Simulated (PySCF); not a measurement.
**Correlation energy of Cd⁺ (cadmium, charge +1)**

[Kr] 4d10 5s1, 2S determinant. Calculation: PySCF 2.14, in x2c-TZVPPall (8s6p6d2f1g, 79 functions); scalar relativity by spin-free X2C-1e. Frozen: [Kr]; 11 electrons correlated.

```json
{"level": "CCSD", "correlation energy (mhartree)": "-363.81"}
{"level": "(T)", "correlation energy (mhartree)": "-10.19"}
{"level": "CCSD(T)", "correlation energy (mhartree)": "-374.00"}
```

Diagnostics: T1 = 0.0088, D1 = 0.0401, largest double amplitude 0.020.

Is a single reference adequate?

Yes, within this model without spin-orbit coupling: T1 lies below 0.03 and no double amplitude reaches 0.07.
